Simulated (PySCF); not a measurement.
**Shapes and spin states of SI₂**

Computed with PBE/[S def2-SVP, I def2-SVP with ECP28], scalar-relativistic core potentials, density fitting, no spin–orbit coupling, PySCF.

Relaxations began from a few typed shapes and spin states; open shells are unrestricted. The search is not exhaustive: other isomers or separated fragments can lie lower, and high-lying points may rest on an excited occupation.

Problem. Which is the lowest minimum found?
A. singlet C2v: S–I 2.443 Å (×2); I–S–I 108.1°
B. triplet C2v: S–I 2.544 Å (×2); I–S–I 146.0°

Solution. A. The others lie at 55.4 (triplet C2v) kJ/mol above it.

Counting electrons, sulfur keeps 4 of its valence electrons outside its bonds, so the VSEPR class is AX2E2 and the expected shape is bent (C2v), as computed.
